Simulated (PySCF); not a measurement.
Correlation energy of W³¹⁺ (tungsten, charge +31)

[Kr] 4d7, high-spin 4F determinant. Calculation: PySCF 2.14, in an even-tempered Gaussian basis (18 s from 2.5 bohr⁻², ratio 2.5; 12 p from 3.2 bohr⁻², ratio 2.5; 9 d from 3.2 bohr⁻², ratio 2.5; 4 f from 17 bohr⁻², ratio 2.7; 3 g from 25 bohr⁻², ratio 2.7); no relativity, point nucleus. Frozen: [Ar] 3d10; 15 electrons correlated; the 35 highest virtual orbitals of each spin left out.

MP2 pair energies summed by pair of shells (mhartree):

| pair | energy | share (%) |
| --- | --- | --- |
| 4p-4d | -157.58 | 42.7 |
| 4d-4d | -122.46 | 33.1 |
| 4p-4p | -42.16 | 11.4 |
| 4s-4d | -23.53 | 6.4 |
| 4s-4p | -20.87 | 5.6 |
| 4s-4s | -2.87 | 0.8 |

Total MP2 correlation energy: -369.47 mhartree.

At this charge a non-relativistic calculation is a model, useful for the Z dependence of the correlation energy.

Spin-orbit coupling is strong in this species, so the high-spin LS determinant is a model state.
